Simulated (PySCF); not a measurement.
## Cost of excited-state runs on `C=CN(C)[Si@H](N)[SiH2]N`, C$_{3}$H$_{13}$N$_{3}$Si$_{2}$

Geometry:
```csv
atom,x (Å),y (Å),z (Å)
C1,-2.256,1.905,0.173
C2,-1.173,1.133,0.177
N3,-1.032,-0.119,-0.371
C4,-2.177,-0.655,-1.058
Si5,0.442,-1.020,-0.142
N6,0.442,-1.581,1.495
Si7,2.326,0.246,-0.466
N8,3.183,0.261,1.036
H9,-3.190,1.617,-0.274
H10,-2.228,2.874,0.636
H11,-0.270,1.485,0.659
H12,-1.922,-1.617,-1.493
H13,-3.018,-0.795,-0.370
H14,-2.496,0.019,-1.857
H15,0.279,-2.106,-1.132
H16,1.295,-1.952,1.880
H17,-0.353,-2.085,1.861
H18,2.069,1.596,-1.012
H19,3.299,-0.368,-1.379
H20,2.676,0.490,1.876
H21,4.095,0.688,1.070
```

PySCF with density fitting, on 1 thread of an Arm Neoverse V2, shared host. Command: `OMP_NUM_THREADS=1 python excited_run.py task.json out`

**Question.** How long does each of these runs take, and how much memory?
- magnetisability and related constants, CAM-B3LYP/ANO-RCC-VDZP; IEF-PCM water
- magnetisability and related constants, KT3/pcSseg-1; isotopologues

**Answer.** 
| run | level | basis functions | wall time | peak memory (GiB) |
| --- | --- | --- | --- | --- |
| magnetisability and related constants | CAM-B3LYP/ANO-RCC-VDZP | 185 | 120 s | 1.1 |
| magnetisability and related constants | KT3/pcSseg-1 | 215 | 53 s | 0.93 |

Times from a shared host are rough.
